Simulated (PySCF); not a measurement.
C4H10OSi, SMILES C[C@H]1OC[Si@H]1C.

Geometry: PBE-D3(BJ)/def2-SVP. The structure was generated by enumeration; whether it is a known compound was not checked.

These are PBE-D3(BJ)/def2-SVP in PySCF values and carry that method's errors.

Frequencies are harmonic and unscaled.

Computed vibrational spectrum:
| mode | ν (cm⁻¹) | IR (km/mol) | moving atoms (share of kinetic energy) |
|---|---|---|---|
| 1 | 70 | 4.6 | O 42 %, C 28 %, H 26 % |
| 2 | 127 | 0.1 | C 54 %, H 41 % |
| 3 | 161 | 0.2 | H 89 %, C 9 % |
| 4 | 199 | 0.2 | H 46 %, C 39 %, Si 13 % |
| 5 | 223 | 0.6 | H 91 % |
| 6 | 285 | 2.4 | H 34 %, C 30 %, Si 24 %, O 13 % |
| 7 | 408 | 1.3 | C 50 %, H 34 %, O 13 % |
| 8 | 462 | 14.1 | Si 34 %, C 27 %, O 21 %, H 18 % |
| 9 | 552 | 2.1 | H 53 %, C 39 % |
| 10 | 589 | 9.4 | H 72 %, C 21 % |
| 11 | 658 | 6.8 | C 44 %, H 43 %, Si 9 % |
| 12 | 683 | 12.1 | H 58 %, C 32 % |
| 13 | 727 | 18.3 | H 50 %, C 33 %, Si 14 % |
| 14 | 770 | 49.6 | H 54 %, C 22 %, Si 20 % |
| 15 | 805 | 29.3 | H 61 %, C 25 %, Si 12 % |
| 16 | 828 | 28.1 | H 36 %, O 33 %, C 28 % |
| 17 | 867 | 105.9 | H 74 %, C 15 %, Si 11 % |
| 18 | 954 | 7.9 | H 79 %, C 17 % |
| 19 | 982 | 100.1 | C 44 %, O 44 %, H 11 % |
| 20 | 1036 | 45.4 | C 51 %, H 39 %, O 10 % |
| 21 | 1103 | 1.5 | C 57 %, H 42 % |
| 22 | 1140 | 5.8 | H 84 %, C 10 % |
| 23 | 1177 | 3.3 | H 69 %, C 23 % |
| 24 | 1203 | 1.0 | H 63 %, C 34 % |
| 25 | 1213 | 22.1 | H 78 %, C 22 % |
| 26 | 1288 | 6.0 | H 78 %, C 20 % |
| 27 | 1335 | 7.2 | H 73 %, C 27 % |
| 28 | 1377 | 4.7 | H 96 % |
| 29 | 1383 | 2.9 | H 96 % |
| 30 | 1399 | 4.4 | H 96 % |
| 31 | 1408 | 1.1 | H 93 % |
| 32 | 1425 | 4.0 | H 96 % |
| 33 | 2126 | 162.9 | H 97 % |
| 34 | 2891 | 50.7 | H 92 % |
| 35 | 2918 | 65.6 | H 94 % |
| 36 | 2963 | 22.3 | H 97 % |
| 37 | 2975 | 2.4 | H 97 % |
| 38 | 3009 | 23.2 | H 91 %, C 9 % |
| 39 | 3048 | 16.0 | H 91 %, C 9 % |
| 40 | 3064 | 16.1 | H 91 %, C 9 % |
| 41 | 3073 | 2.4 | H 91 %, C 9 % |
| 42 | 3081 | 2.6 | H 91 %, C 9 % |
